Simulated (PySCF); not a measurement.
C4H10BO3, SMILES C(C)OB(OCC)[O], doublet, GFN2-xTB optimised geometry.

```
18

C      0.21    -2.31     0.47
C      0.89    -1.13    -0.20
O      0.21     0.08     0.00
B     -1.20     0.08     0.00
O     -1.90    -1.04     0.03
O     -1.81     1.30     0.00
C     -1.08     2.50    -0.09
C     -0.68     2.83    -1.52
H      0.48    -3.27     0.04
H      0.31    -2.31     1.55
H     -0.90    -2.07     0.25
H      0.99    -1.32    -1.28
H      1.90    -0.98     0.22
H     -0.18     2.44     0.55
H     -1.75     3.27     0.31
H     -0.18     3.80    -1.55
H     -1.56     2.86    -2.15
H      0.00     2.07    -1.90
```

Density from unrestricted CAM-B3LYP/def2-SVP in PySCF 2.14.0 at that geometry.

Minimum of the electron density along straight lines between bonded atoms, close to the bond critical point (lines longer than 1.1 times the sum of covalent radii, or with two minima, are not listed):

```json
[
 {"bond": "C1–C2", "length / Å": "1.512", "ρ at the minimum / e bohr⁻³": "0.256", "∇²ρ there / e bohr⁻⁵": "-0.62", "position (fraction from the first atom)": "0.50"},
 {"bond": "C2–O3", "length / Å": "1.401", "ρ at the minimum / e bohr⁻³": "0.262", "∇²ρ there / e bohr⁻⁵": "…", "position (fraction from the first atom)": "0.34"},
 {"bond": "O3–B4", "length / Å": "1.409", "ρ at the minimum / e bohr⁻³": "0.182", "∇²ρ there / e bohr⁻⁵": "0.81", "position (fraction from the first atom)": "0.67"},
 {"bond": "B4–O5", "length / Å": "1.317", "ρ at the minimum / e bohr⁻³": "0.232", "∇²ρ there / e bohr⁻⁵": "…", "position (fraction from the first atom)": "0.33"},
 {"bond": "B4–O6", "length / Å": "1.368", "ρ at the minimum / e bohr⁻³": "0.202", "∇²ρ there / e bohr⁻⁵": "0.99", "position (fraction from the first atom)": "0.33"},
 {"bond": "O6–C7", "length / Å": "1.410", "ρ at the minimum / e bohr⁻³": "0.251", "∇²ρ there / e bohr⁻⁵": "…", "position (fraction from the first atom)": "0.66"},
 {"bond": "C7–C8", "length / Å": "1.524", "ρ at the minimum / e bohr⁻³": "0.251", "∇²ρ there / e bohr⁻⁵": "-0.60", "position (fraction from the first atom)": "0.51"},
 {"bond": "C1–H9", "length / Å": "1.084", "ρ at the minimum / e bohr⁻³": "0.279", "∇²ρ there / e bohr⁻⁵": "-1.06", "position (fraction from the first atom)": "0.64"},
 {"bond": "C1–H10", "length / Å": "1.086", "ρ at the minimum / e bohr⁻³": "0.279", "∇²ρ there / e bohr⁻⁵": "-1.06", "position (fraction from the first atom)": "0.64"},
 {"bond": "C1–H11", "length / Å": "1.162", "ρ at the minimum / e bohr⁻³": "0.227", "∇²ρ there / e bohr⁻⁵": "-0.71", "position (fraction from the first atom)": "0.64"},
 {"bond": "C2–H12", "length / Å": "1.100", "ρ at the minimum / e bohr⁻³": "0.280", "∇²ρ there / e bohr⁻⁵": "-1.06", "position (fraction from the first atom)": "0.64"},
 {"bond": "C2–H13", "length / Å": "1.100", "ρ at the minimum / e bohr⁻³": "0.279", "∇²ρ there / e bohr⁻⁵": "-1.06", "position (fraction from the first atom)": "0.64"},
 {"bond": "C7–H14", "length / Å": "1.096", "ρ at the minimum / e bohr⁻³": "0.283", "∇²ρ there / e bohr⁻⁵": "-1.09", "position (fraction from the first atom)": "0.64"},
 {"bond": "C7–H15", "length / Å": "1.096", "ρ at the minimum / e bohr⁻³": "0.283", "∇²ρ there / e bohr⁻⁵": "-1.09", "position (fraction from the first atom)": "0.64"},
 {"bond": "C8–H16", "length / Å": "1.087", "ρ at the minimum / e bohr⁻³": "0.276", "∇²ρ there / e bohr⁻⁵": "-1.02", "position (fraction from the first atom)": "0.63"},
 {"bond": "C8–H17", "length / Å": "1.087", "ρ at the minimum / e bohr⁻³": "0.277", "∇²ρ there / e bohr⁻⁵": "-1.03", "position (fraction from the first atom)": "0.63"},
 {"bond": "C8–H18", "length / Å": "1.087", "ρ at the minimum / e bohr⁻³": "0.278", "∇²ρ there / e bohr⁻⁵": "-1.04", "position (fraction from the first atom)": "0.63"}
]
```

Q: What belongs in the gaps?

A: 
- C2–O3, ∇²ρ there / e bohr⁻⁵: -0.40
- B4–O5, ∇²ρ there / e bohr⁻⁵: 1.37
- O6–C7, ∇²ρ there / e bohr⁻⁵: -0.32
